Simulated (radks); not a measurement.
Problem. The table gives one normalised radial function P(r) = r R(r) (large component) of Zn23+ in [He] 2s2 2p3 (r in bohr). Calculated with a radial shooting solver on a logarithmic mesh with Libxc functionals: Dirac Kohn-Sham, PBE, spin-unpolarised, spherical densities, finite nucleus; open shells are shared between the two j in proportion to 2j + 1; Fermi nuclear charge, rms radius 3.9283 fm.

r           P
0.001845   0.2011
0.002236   0.2397
0.002709   0.2849
0.003283   0.3375
0.003977   0.3983
0.004858   0.4709
0.005886   0.5497
0.007132   0.6370
0.008642   0.7317
0.01047    0.8310
0.01269    0.9307
0.01537    1.0240
0.01863    1.1011
0.02257    1.1487
0.02735    1.1501
0.03314    1.0856
0.04047    0.9261
0.04904    0.6658
0.05942    0.2910
0.072     -0.1916
0.08724   -0.7514
0.1057    -1.3292
0.1281    -1.8397
0.1552    -2.1856
0.188     -2.2861
0.2278    -2.1118
0.2783    -1.6884
0.3372    -1.1700
0.4086    -0.6823
0.495     -0.3245
0.5998    -0.1208
0.7268    -0.0336

Which n and l does it have? It may be an empty orbital.

Solution. n = 2, l = 0: the number of nodes gives n - l - 1 = 1, the rise at small r points to l (this Dirac orbital starts outside the nucleus as r^gamma with gamma = sqrt((l + 1)^2 - (Z/c)^2) = 0.98; the j = 1/2 orbital of l + 1 starts with the same power, but with a smaller coefficient, and then steepens), and the extent must fit the shell. The curve is that of 2s1/2. 2s1/2: eigenvalue -2276.6 eV, 1 radial node at r = 0.0670 bohr, <r> = 0.214 bohr, 90 % of the charge inside 0.329 bohr.
